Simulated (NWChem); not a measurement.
## Atomisation of GeSe

```
Ge
Se 1 2.1416
```
Charge 0, spin multiplicity 1.

Everything below was run with NWChem. The geometry was optimised at PBE0/def2-SVP, a minimum by its harmonic frequencies.

Basis set: def2-TZVP. The atomisation energy is electronic alone: no zero-point, thermal, spin-orbit or counterpoise terms. No value is extrapolated to the basis-set limit. Free atoms are single determinants with multiplicities Ge 3, Se 3.

The Hamiltonian is non-relativistic. B3LYP has NWChem's definition, with VWN1-RPA local correlation. The structure started from a generated list of species. No SCF solution was tested for a lower state. Open-shell Hartree-Fock references start from PBE0 orbitals.

Problem. Order these methods by the atomisation energy they give, lowest first: HF, B3LYP, PBE, BLYP, M06-2X.

Solution. HF (64.7 kcal/mol), M06-2X (110.0 kcal/mol), B3LYP (118.3 kcal/mol), BLYP (122.2 kcal/mol), PBE (125.9 kcal/mol)
